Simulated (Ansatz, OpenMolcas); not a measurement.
# C3H5Ga (SMILES C#[C][GaH][CH3]): methods side by side

The species is C3H5Ga (9 atoms), meant as a singlet with charge 0. As SMILES, `C#[C][GaH][CH3]`. The coordinates come from a PBE0-D4/def2-TZVP relaxation.

```xyz
9

C     1.4987    0.8168   -2.1387
C     0.9500    0.7452   -1.0628
Ga    0.0688    0.6112    0.6437
C    -1.0361   -0.9725    0.9664
H     1.9837    0.8831   -3.0861
H     0.2926    1.7831    1.6555
H    -0.4514   -1.8772    0.7821
H    -1.4352   -1.0063    1.9800
H    -1.8710   -0.9835    0.2600
```

Each level gives the HOMO–LUMO gap (eV). The values are calculated.

```
                                level                    kind     program  value (eV)  CPU time
      HF/6-31G* (spherical functions)            Hartree–Fock  OpenMolcas       11.57      15 s
    BLYP/6-31G* (spherical functions)                     GGA      Ansatz        3.91     4.6 s
   BHLYP/6-31G* (spherical functions)           global hybrid      Ansatz        7.85     7.8 s
 r2SCAN0/6-31G* (spherical functions)         hybrid meta-GGA      Ansatz        6.33      11 s
   B3LYP/6-31G* (Cartesian functions)           global hybrid  OpenMolcas        5.52      49 s
 wB97M-V/6-31G* (spherical functions)  range-separated hybrid      Ansatz        9.92      43 s
  B2PLYP/6-31G* (spherical functions)           double hybrid      Ansatz        8.05     8.5 s
PBE-QIDH/6-31G* (spherical functions)           double hybrid      Ansatz        9.48     8.6 s
```

All-electron rows without a relativistic Hamiltonian named are non-relativistic. The values span 3.91 to 11.57 eV. Orbital gaps aren't excitation energies, and those of double hybrids come from the SCF part alone; they tend to grow with the share of exact exchange. CPU times are rough (shared hosts, several kinds of processor and program).
